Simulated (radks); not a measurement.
The numbers below are computed, except where a source is named.
Correlation energies from several functionals, in hartree. Species: As3+ [Ar] 3d10 4s2; N4+ [He] 2s1. Level of theory: non-relativistic Kohn-Sham, PBE, spin-polarised, spherical densities, point nucleus (a radial shooting solver on a logarithmic mesh with Libxc functionals). Every spin shell is full or empty, so the densities are truly spherical. Functionals are evaluated on that one density, not self-consistently.

| functional | As3+ | N4+ |
|---|---|---|
| PW92 | -2.8167 | -0.21464 |
| Wigner | -1.6101 | -0.11384 |
| Chachiyo | -2.7766 | -0.21101 |
| PBE | -1.4765 | -0.056983 |
| PBEsol | -1.6920 | -0.073787 |
| LYP | -1.4967 | -0.074537 |
| P86 | -1.6812 | -0.065780 |
| OP (B88) | -1.4460 | -0.078163 |
| TPSS | -1.4806 | -0.055198 |
